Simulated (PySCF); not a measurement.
K(OtBu) (C4H9KO), SMILES CC(C)(C)[O][K]. Geometry optimised at PBE-D3(BJ)/def2-SVP. The isomer is the one that the SMILES or the coordinates give; other isomers of the formula were not compared.

Computed equilibrium geometry at PBE-D3(BJ)/def2-SVP (PySCF confirms it by a frequency run) as Cartesian coordinates in Å, and its point group:
point group C3v.
```xyz
15

K      0.0000     0.0000     2.5502
O      0.0000     0.0000     0.3081
C      0.0000     0.0000    -1.0686
C      1.2597     0.7273    -1.6090
C      0.0000    -1.4545    -1.6090
C     -1.2597     0.7273    -1.6090
H      1.3101     0.7564    -2.7195
H      2.1706     0.2176    -1.2308
H      1.2737     1.7710    -1.2308
H      0.8968    -1.9886    -1.2308
H      0.0000    -1.5128    -2.7195
H     -0.8968    -1.9886    -1.2308
H     -1.2737     1.7710    -1.2308
H     -2.1706     0.2176    -1.2308
H     -1.3101     0.7564    -2.7195
```
Charge 0, spin multiplicity 1.
